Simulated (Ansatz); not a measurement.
Geometry optimisation, RKS B3LYP-D4/def2-SVP (Ansatz).

Input file:

```yaml
crystal:
  periodic: [false, false, false]
  atoms:
    - { symbol: B, position_ang: [-0.8257, -2.0592, -0.2931] }
    - { symbol: O, position_ang: [-0.9925, -0.6363, -0.7731] }
    - { symbol: Si, position_ang: [0.2541, 0.2363, -0.0201] }
    - { symbol: Si, position_ang: [-0.24968, 2.49981, 0.05561] }
    - { symbol: S, position_ang: [0.52724, -0.42711, 1.98648] }
    - { symbol: Al, position_ang: [1.25722, -2.47667, 1.31539] }
    - { symbol: H, position_ang: [-1.4396, -2.3629, 0.6597] }
    - { symbol: H, position_ang: [-0.1892, -2.7768, -0.9209] }
    - { symbol: H, position_ang: [1.59513, 0.10136, -0.74062] }
    - { symbol: H, position_ang: [0.82646, 3.17994, 0.69801] }
    - { symbol: H, position_ang: [-0.43762, 2.90938, -1.33535] }
    - { symbol: H, position_ang: [-1.49988, 2.60404, 0.80015] }
    - { symbol: H, position_ang: [0.17059, -3.68383, 1.06052] }
    - { symbol: H, position_ang: [2.81724, -2.75407, 1.02049] }
basis:
  gaussian: { orbitals: def2-SVP }
hamiltonian:
  xc: b3lyp
  dispersion: d4
relax:
  f_tol: 0.015
  max_steps: 40
```

Launched with:

```bash
$ ansatz run input.yaml --threads 2 --pin off --max-ram 3072MiB --backend cpu --events-out ev --progress --plain --runs-dir out
```

Problem. Where does it end, and by what steps?

Solution. The forces met the threshold. After 25 steps the energy has fallen by 2.033 eV; H7 moved furthest, 1.89 Å.

| step | energy less start (eV) | largest force component (eV/Å) | accepted |
| --- | --- | --- | --- |
| 0 | 0.0000 | 4.211 | yes |
| 1 | -0.7540 | 3.091 | yes |
| 2 | -1.0473 | 1.122 | yes |
| 3 | -1.1624 | 0.849 | yes |
| 4 | -1.2808 | 0.526 | yes |
| 5 | -1.3899 | 0.442 | yes |
| 6 | -1.4994 | 0.423 | yes |
| 7 | -1.6154 | 0.549 | yes |
| 8 | -1.7175 | 0.684 | yes |
| 9 | -1.7791 | 0.782 | yes |
| 10 | -1.8451 | 0.517 | yes |
| 11 | -1.8957 | 0.457 | yes |
| 12 | -1.9280 | 0.390 | yes |
| 13 | -1.9631 | 0.381 | yes |
| 14 | -1.9907 | 0.277 | yes |
| 15 | -2.0048 | 0.382 | yes |
| 16 | -2.0136 | 0.280 | yes |
| 17 | -2.0234 | 0.222 | yes |
| 18 | -2.0213 | 0.401 | no |
| 19 | -2.0303 | 0.066 | yes |
| 20 | -2.0238 | 0.265 | no |
| 21 | -2.0319 | 0.024 | yes |
| 22 | -2.0321 | 0.027 | yes |
| 23 | -2.0324 | 0.021 | yes |
| 24 | -2.0323 | 0.023 | no |
| 25 | -2.0326 | 0.009 | yes |

```xyz
14
Properties=species:S:1:pos:R:3
B -0.962 -1.932 -0.488
O -0.492 -0.725 -0.746
Si 0.686 0.319 -0.034
Si -0.312 2.434 0.141
S 1.165 -0.420 1.904
Al 1.151 -2.593 1.335
H -1.750 -2.501 -1.196
H -0.631 -2.546 0.549
H 1.818 0.260 -0.997
H 0.645 3.369 0.798
H -0.669 2.958 -1.210
H -1.545 2.312 0.971
H 0.826 -3.601 2.503
H 1.885 -2.980 -0.015
```

Run time: 2.9 min on 2 threads of Arm Neoverse V1, on a shared host, peak memory 0.38 GiB.
